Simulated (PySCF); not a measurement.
Si(OH)2(OMe)(SiH3), SMILES CO[Si]([SiH3])(O)O, B3LYP/def2-SVP optimised geometry.

```
14

C      1.53    -0.32    -3.91
O      0.25    -0.41    -3.31
Si    -0.12    -1.13    -1.87
O     -1.79    -1.14    -1.90
O      0.52    -2.67    -1.77
Si     0.74     0.00     0.00
H      2.14     0.48    -3.45
H      1.40    -0.08    -4.97
H      2.09    -1.27    -3.83
H     -2.23    -1.42    -1.10
H      0.23    -3.30    -2.45
H      2.23     0.00     0.00
H      0.27     1.42     0.00
H      0.26    -0.64     1.26
```

Density from B3LYP/def2-TZVP in PySCF at that geometry.

Minimum of the electron density along straight lines between bonded atoms, close to the bond critical point (lines longer than 1.1 times the sum of covalent radii, or with two minima, are not listed):

| bond | length / Å | ρ at the minimum / e bohr⁻³ | ∇²ρ there / e bohr⁻⁵ | position (fraction from the first atom) |
|---|---|---|---|---|
| C1–O2 | 1.409 | 0.256 | -0.53 | 0.35 |
| O2–Si3 | 1.657 | 0.136 | 0.77 | 0.59 |
| Si3–O4 | 1.662 | 0.135 | 0.75 | 0.41 |
| Si3–O5 | 1.668 | 0.133 | 0.73 | 0.41 |
| Si3–Si6 | 2.349 | [?] | [?] | 0.53 |
| C1–H7 | 1.106 | 0.277 | -0.96 | 0.65 |
| C1–H8 | 1.102 | 0.281 | -0.98 | 0.65 |
| C1–H9 | 1.105 | 0.278 | -0.96 | 0.65 |
| O4–H10 | 0.964 | 0.353 | -2.36 | 0.80 |
| O5–H11 | 0.967 | 0.350 | -2.32 | 0.80 |
| Si6–H12 | 1.494 | 0.118 | 0.15 | 0.49 |
| Si6–H13 | 1.494 | 0.118 | 0.15 | 0.49 |
| Si6–H14 | 1.495 | 0.118 | 0.15 | 0.49 |

### Question
Some entries are withheld; supply them.

### Answer

- Si3–Si6, ρ at the minimum / e bohr⁻³: 0.099
- Si3–Si6, ∇²ρ there / e bohr⁻⁵: -0.19
